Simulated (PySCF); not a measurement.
Do core-level shifts follow atomic charges?

Compound: C3H9BO.
Numbering: `[CH3:1][BH:2][O:3][CH2:4][CH3:5]`

Binding energies: delta-SCF UKS SCAN, pcX-2 on the ionised atom, pcseg-1 elsewhere, spin-free X2C (PySCF 2.14.0). Charges: PBE0/pcSseg-1 ground-state density, for the ionised atom.

| atom | environment | C 1s (eV) | Mulliken (e) | IAO (e) | Hirshfeld (e) | ESP (e) |
| --- | --- | --- | --- | --- | --- | --- |
| C1 | sp3 carbon bound to boron | 289.95 | -0.534 | -0.581 | -0.200 | -0.692 |
| C5 | methyl carbon | 290.88 | -0.309 | -0.418 | -0.119 | -0.317 |
| C4 | sp3 carbon bound to oxygen | 292.31 | +0.026 | -0.035 | +0.017 | +0.324 |

Q: Give the correlation coefficient and slope of binding energy on charge for each scheme.

A: Mulliken: r = 1.00, slope 4.2 eV per e; Hirshfeld: r = 1.00, slope 10.9 eV per e; ESP: r = 1.00, slope 2.3 eV per e; IAO: r = 0.99, slope 4.2 eV per e. On 3 points no scheme stands out.

Q: The point-charge model writes a binding energy as kq + V + constant, with V the potential of the other atoms' charges at the site. What does it give with the ESP charges?

A: V = Σ 14.40 eV Å × q/r over all other atoms: +9.02 eV at C1, +4.74 eV at C5, -4.53 eV at C4. Fitting binding energy − V to q gives k = 15.8 eV per e and leaves an rms residual of 0.31 eV, against 0.03 eV for the fit on q alone. The model has no term for differences in relaxation between sites.

Isolated species at its PBE0-D3(BJ)/def2-SVP geometry (one conformer only).

Conformer computed: `[CH3:1][BH:2][O:3][CH2:4][CH3:5]`: C1–B2–O3–C4 178°, B2–O3–C4–C5 -112°.
